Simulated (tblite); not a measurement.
`C[C@H](CF)C[SiH](F)F`. Structure optimised with GFN2-xTB, isolated species.

```
atom  x, y, z in Å
C1    -2.0549    0.0756    0.0537
C2    -0.5874   -0.1535   -0.3027
C3    -0.2066   -1.5886    0.0424
F4     1.0577   -1.8814   -0.4161
C5     0.3128    0.8470    0.4300
Si6    2.1325    0.8366   -0.0969
F7     2.1925    0.9654   -1.6906
F8     2.7545    2.2442    0.3625
H9    -2.3519    1.0876   -0.2082
H10   -2.6978   -0.6179   -0.4833
H11   -2.2144   -0.0636    1.1211
H12   -0.4553   -0.0227   -1.3815
H13   -0.1901   -1.7501    1.1257
H14   -0.8832   -2.3066   -0.4314
H15    0.2225    0.6798    1.5055
H16   -0.0788    1.8513    0.2427
H17    3.0410   -0.1911    0.3357
```

Question: Work out the bond lengths C1–H9, C2–C3, C3–H13, C5–H15, Si6–F7, Si6–H17 in pm.

Answer: For C1–H9 the difference vector is (-0.2970, 1.0120, -0.2619) Å, of length 1.0867 Å. C1–H9 108.7; C2–C3 152.4; C3–H13 109.5; C5–H15 109.2; Si6–F7 160.0; Si6–H17 143.8 pm.

Question: What is the repulsion energy of the bare nuclei, Σ ZA·ZB/RAB?

Answer: 500.16 Eh over 136 pairs, with full nuclear charges and distances in bohr; the largest single term is 41.67 Eh (Si6 with F7).

Question: How far are the heavy atoms from their best plane (unweighted least squares)?

Answer: 0.567 Å rms; C1 0.32, C2 0.31, C3 0.39, F4 0.28, C5 0.39, Si6 0.27, F7 1.26, F8 0.57 Å (magnitudes).

Question: Where is the centre of mass (commonest isotopes), and what is the radius of gyration?

Answer: Mass 142.043 u; centre at (0.969, 0.264, -0.221) Å; Rg = √(Σ m r²/M) = 2.128 Å. As Ia + Ib + Ic = 2 Σ m r², the three principal moments sum to 1286.2 u·Å².

Question: How far apart are these pairs, which share no bond: C3···H11, C3···H16, F8···H12, H9···H17, H12···H15?

Answer: C3···H11 2.742 Å (3 bonds apart); C3···H16 3.448 Å (3 bonds apart); F8···H12 4.299 Å (4 bonds apart); H9···H17 5.569 Å (5 bonds apart); H12···H15 3.048 Å (3 bonds apart).

Question: Write the matrix of distances between heavy atoms (Å, lower triangle).

Answer: 
```
C1    0.000
C2    1.527  0.000
C3    2.487  1.524  0.000
F4    3.707  2.388  1.376  0.000
C5    2.518  1.532  2.520  2.952  0.000
Si6   4.259  2.902  3.372  2.940  1.894  0.000
F7    4.677  3.302  3.909  3.319  2.836  1.600  0.000
F8    5.285  4.167  4.854  4.528  2.814  1.606  2.483  0.000
```

Its GFN2-xTB frequencies are all real (lowest 34 cm⁻¹). One conformer, not necessarily the lowest. 3 starts were optimised and ended at 0.00, 0.54 and 0.94 kcal/mol (GFN2-xTB); the lowest of these is shown.

All values are computed, not measured.
